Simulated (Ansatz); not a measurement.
Input (CCSDT(Q)/cc-pVDZ; Ansatz, an electronic-structure program):

Ansatz 0.2 input:
```yaml
crystal:
  periodic: [false, false, false]
  atoms:
    - {symbol: Ge, position_ang: [-0.38474670, 0.02293408, -0.06865859]}
    - {symbol: N, position_ang: [1.44868648, -0.13571453, 0.17712553]}
    - {symbol: H, position_ang: [-0.65150472, 1.55599863, -0.09743512]}
    - {symbol: H, position_ang: [-1.01356555, -0.60133253, 1.21085417]}
    - {symbol: H, position_ang: [1.80073113, -1.06849584, 0.34592175]}
    - {symbol: H, position_ang: [2.03542814, 0.32994090, -0.50214453]}
basis:
  gaussian:
    orbitals: cc-pVDZ
magnetization: {spin_polarized: true, initial_magnetization: 1}
correlation: {method: ccsdt_q, electrons: outside_noble_gas}
```

Output:

```
Functional definition: HF
integrals: 0.07 GiB planned
1222 factors; integrals over basis functions are off by at most 1.8e-7 eV
mean field: 0.26 GiB planned
mean field evaluation 1: about -58014.9007 eV, gradient 2.0e1 eV
mean field evaluation 2: about -58014.9035 eV, gradient 2.0e1 eV
mean field evaluation 4: about -58016.8921 eV, gradient 2.0e0 eV
mean field evaluation 8: about -58016.9425 eV, gradient 3.4e-2 eV
mean field evaluation 16: about -58016.8883 eV, gradient 2.0e0 eV
mean field evaluation 32: about -58011.8503 eV, gradient 3.3e0 eV
mean field -58016.94246101 eV, -2132.0833101462 hartree, gradient 1.6e-6 eV, S^2 0.757744; 0 other end points of the search recorded, 0 dependent functions left out
15 core orbitals not correlated
reference -58016.94246101 eV, -2132.0833101462 hartree; 7, 6 occupied and 39, 40 virtual orbitals, 1222 factors
second order -7.10806032 eV of doubles, -0.00000000 eV of singles
coupled cluster: 0.85 GiB planned
cycle   1  -7.61200861 eV  change   -5.0e-1 eV  update   8.0e-2
cycle   2  -7.98279216 eV  change   -3.7e-1 eV  update   3.4e-2
cycle   3  -8.15577657 eV  change   -1.7e-1 eV  update   2.2e-2
cycle   4  -8.14620335 eV  change    9.6e-3 eV  update   8.6e-3
cycle   5  -8.14342141 eV  change    2.8e-3 eV  update   6.1e-3
cycle   6  -8.14660117 eV  change   -3.2e-3 eV  update   2.6e-3
cycle   7  -8.14722505 eV  change   -6.2e-4 eV  update   1.3e-3
cycle   8  -8.14704251 eV  change    1.8e-4 eV  update   4.8e-4
cycle   9  -8.14720667 eV  change   -1.6e-4 eV  update   2.3e-4
cycle  10  -8.14720177 eV  change    4.9e-6 eV  update   1.1e-4
cycle  11  -8.14716557 eV  change    3.6e-5 eV  update   6.0e-5
cycle  12  -8.14718758 eV  change   -2.2e-5 eV  update   2.7e-5
cycle  13  -8.14721307 eV  change   -2.5e-5 eV  update   1.2e-5
cycle  14  -8.14722670 eV  change   -1.4e-5 eV  update   5.6e-6
cycle  15  -8.14722825 eV  change   -1.6e-6 eV  update   2.6e-6
cycle  16  -8.14722800 eV  change    2.6e-7 eV  update   1.4e-6
perturbative correction -0.01715504 eV, -0.0006304362 hartree
Total energy: -58025.10684405 eV, -2132.3833456889 hartree
```
